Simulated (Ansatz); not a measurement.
Several settings on one geometry of Ge₂H⁻ (that of the charge -1 singlet, PBE-D4/def2-TZVPD). Ansatz on 4 threads of AMD EPYC 7R43 on a shared host; times are rough.

```xyz
3

Ge    0.295   -0.175    0.094
Ge   -0.132   -0.669    2.188
H     0.623    0.170   -1.414
```

Totals from different functionals, basis sets or treatments of relativity can't be compared as stabilities.

DK, ANO-RCC and x2c sets are all-electron and run with scalar relativity unless a key says otherwise.

The spins typed aren't always the lowest for that charge.

(1) Give the basis size and estimate the energy, ⟨S²⟩ and time of these runs.

```json
{"run": "1", "method": "RKS B97M-V/cc-pVTZ", "charge": "-1", "state": "singlet", "further keys": "scf: {omitted_lower_state_checks: [starts]}"}
{"run": "2", "method": "UKS ωB97M-V/pcseg-2", "charge": "0", "state": "doublet", "further keys": "scf: {omitted_lower_state_checks: [starts]}; forces asked"}
{"run": "3", "method": "RKS PBE0/cc-pVTZ-DK", "charge": "-1", "state": "singlet", "further keys": "forces asked"}
```

Answers

(1) 
```json
{"run": "1", "functions": "100", "energy (Eh)": "-4153.8961", "⟨S²⟩": "–", "wall time": "3.2 s"}
{"run": "2", "functions": "100", "energy (Eh)": "-4154.3605", "⟨S²⟩": "0.75", "wall time": "3 min"}
{"run": "3", "functions": "100", "energy (Eh)": "-4197.7145", "⟨S²⟩": "–", "wall time": "1.4 s"}
```

The highest occupied level of an anion often lies above zero with these methods, and sets without diffuse functions describe the outer electron poorly.
